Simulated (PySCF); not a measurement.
# Worked example: chemical shift, span and skew from a shielding tensor

B(F)(Me)(OH) (CH₄BFO), SMILES OB(F)C. Atoms are numbered in the order given.

```xyz
8

B     -0.0075     0.0565     0.0000
F      1.2198     0.6018     0.0000
C     -0.1710    -1.4969     0.0000
H      0.3294    -1.9297     0.8814
H     -1.2230    -1.8103     0.0000
H      0.3294    -1.9297    -0.8814
O     -1.0685     0.8917     0.0000
H     -0.8025     1.8188     0.0000
```
Charge 0, spin multiplicity 1.

Coordinates come from a PBE0-D3(BJ)/def2-SVP optimisation. The values are those of a single conformer.

GIAO shieldings from PBE0/pcSseg-1 (PySCF), non-relativistic, no solvent. The symmetric part of the tensor of C3 has the principal values 182.7, 186.3, 195.9 ppm. The same nucleus in TMS has σ = 186.3 ppm at this level (PySCF, at its B3LYP-D3(BJ)/def2-TZVP geometry).

**Question.** Work out the isotropic shielding, the ¹³C shift against TMS, the span and the skew.

**Answer.** 
σ(iso) = (σ11 + σ22 + σ33)/3 = 188.3 ppm. δ = σ(ref) − σ(iso) = 186.3 − (188.3) = -2.0 ppm.
Span Ω = σ33 − σ11 = 13.2 ppm. Skew κ = 3(σ(iso) − σ22)/Ω = 0.45. Tumbling in solution averages the tensor to δ; in a static solid the shielding alone would spread this spin-1/2 line over Ω.
